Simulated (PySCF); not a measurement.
Computed shifts of a molecule C2H5NO2Si, PBE0/pcSseg-1 (PySCF), GIAO, gas phase, atoms alike by connectivity averaged where their shifts nearly agree, in ppm (number of nuclei): ²⁹Si: -45.9 (1). ¹⁵N: 47.1 (1). ¹³C: 128.9 (1), 53.8 (1). ¹H: 5.12 (2), 3.95 (3). References: ²⁹Si against TMS (σ = 352.7 ppm); ¹⁵N against NH3 (σ = 267.4 ppm); ¹³C against TMS (σ = 186.3 ppm); ¹⁷O against H2O (σ = 334.2 ppm); ¹H against TMS (σ = 31.56 ppm), references at their B3LYP-D3(BJ)/def2-TZVP geometries, non-relativistic. Geometry optimised at B3LYP-D3(BJ)/def2-SVP. The values are those of a single conformer.

**Question.** Pick the molecule that these values belong to.
(A) C1=NCO[SiH2]O1
(B) CO[Si@@H]1N=CO1
(C) CO[SiH2]N=C=O
(D) O=C/C=N/[SiH2]O

**Answer.** C, CO[SiH2]N=C=O
